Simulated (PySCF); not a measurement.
CuH6N2, SMILES [NH3]->[Cu+]<-[NH3], charge +1, multiplicity 1.

Coordinates come from a B3LYP-D3(BJ)/def2-SVP optimisation. The spin state was assumed, not searched.

Calculation: TDDFT-PBE/def2-SVPD run with PySCF.

Vertical excitations; the highest root listed may be one member of a degenerate set. Isolated molecule, no solvent. State labels are in the subgroup C2.

```json
[
 {"state": "S1", "symmetry": "A", "energy (eV)": "4.93", "λ (nm)": "251", "f": "0.000", "main pairs": "HOMO−1→LUMO (degenerate set)"},
 {"state": "S2", "symmetry": "B", "energy (eV)": "4.93", "λ (nm)": "251", "f": "0.000", "main pairs": "HOMO−2→LUMO (degenerate set)"},
 {"state": "S3", "symmetry": "A", "energy (eV)": "4.99", "λ (nm)": "248", "f": "0.000", "main pairs": "HOMO−4→LUMO (degenerate set)"},
 {"state": "S4", "symmetry": "B", "energy (eV)": "4.99", "λ (nm)": "248", "f": "0.000", "main pairs": "HOMO−3→LUMO (degenerate set)"},
 {"state": "S5", "symmetry": "A", "energy (eV)": "5.19", "λ (nm)": "239", "f": "0.000", "main pairs": "HOMO→LUMO 96 %"},
 {"state": "S6", "symmetry": "B", "energy (eV)": "5.72", "λ (nm)": "217", "f": "0.008", "main pairs": "HOMO→LUMO+1 99 %"},
 {"state": "S7", "symmetry": "B", "energy (eV)": "5.92", "λ (nm)": "209", "f": "0.046", "main pairs": "HOMO→LUMO+3, HOMO−1→LUMO+3, HOMO−2→LUMO+2 (degenerate set)"},
 {"state": "S8", "symmetry": "A", "energy (eV)": "5.92", "λ (nm)": "209", "f": "0.046", "main pairs": "HOMO→LUMO+2, HOMO−1→LUMO+2, HOMO−2→LUMO+3 (degenerate set)"},
 {"state": "S9", "symmetry": "A", "energy (eV)": "5.92", "λ (nm)": "209", "f": "0.002", "main pairs": "HOMO−2→LUMO+1 (degenerate set)"},
 {"state": "S10", "symmetry": "B", "energy (eV)": "5.92", "λ (nm)": "209", "f": "0.002", "main pairs": "HOMO−1→LUMO+1 (degenerate set)"},
 {"state": "T1", "symmetry": "A", "energy (eV)": "4.18", "λ (nm)": "297", "f": "0", "main pairs": "HOMO→LUMO 99 %"},
 {"state": "T2", "symmetry": "A", "energy (eV)": "4.58", "λ (nm)": "271", "f": "0", "main pairs": "HOMO−1→LUMO (degenerate set)"},
 {"state": "T3", "symmetry": "B", "energy (eV)": "4.58", "λ (nm)": "271", "f": "0", "main pairs": "HOMO−2→LUMO (degenerate set)"},
 {"state": "T4", "symmetry": "A", "energy (eV)": "4.74", "λ (nm)": "261", "f": "0", "main pairs": "HOMO−4→LUMO 100 %"}
]
```
Triplets are in the Tamm–Dancoff approximation, which puts them higher than full response would, so one can lie above its singlet here.
